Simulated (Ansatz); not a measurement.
System: bromo selenohypobromite, SeBr$_{2}$ (charge 0, singlet). SMILES: Br[Se]Br
Structure (B3LYP-D3(BJ)/def2-TZVP (Ansatz, a program for electronic structure) minimum search):
```
Se
Br 1 2.3360
Br 1 2.3360 2 102.92
```
Charge 0, spin multiplicity 1.

Property: vertical triplet-singlet gap (E(triplet) - E(singlet); each state is the SCF solution reached for its spin), in kcal/mol. Valence correlation only, unless marked. UHF or UKS for open shells. No spin-orbit coupling. The frozen core is the preceding noble-gas configuration, with the filled d and f shells of earlier blocks. Non-relativistic. CBS marks a two-point X^-3 extrapolation of the correlation energy; Hartree-Fock from the larger set. The bracket is a focal-point correction in the basis named.

```tsv
level	program	vertical triplet-singlet gap (kcal/mol)
SVWN5/def2-TZVPD	Ansatz	…
r2SCAN/def2-TZVPD	Ansatz	35.5
wB97M-V/def2-TZVPD	Ansatz	…
SCS-MP2/aug-cc-pVDZ	Ansatz	45.9
CCSD/aug-cc-pVDZ	Ansatz	…
RI-MP2/CBS(aug-cc-pVTZ,aug-cc-pVQZ)+[CCSD(T)-MP2]/aug-cc-pVTZ	Ansatz	45.7
```

Question: Fill in the missing entries.

Answer: 
- SVWN5/def2-TZVPD, vertical triplet-singlet gap (kcal/mol): 36.0
- wB97M-V/def2-TZVPD, vertical triplet-singlet gap (kcal/mol): 44.8
- CCSD/aug-cc-pVDZ, vertical triplet-singlet gap (kcal/mol): 42.8
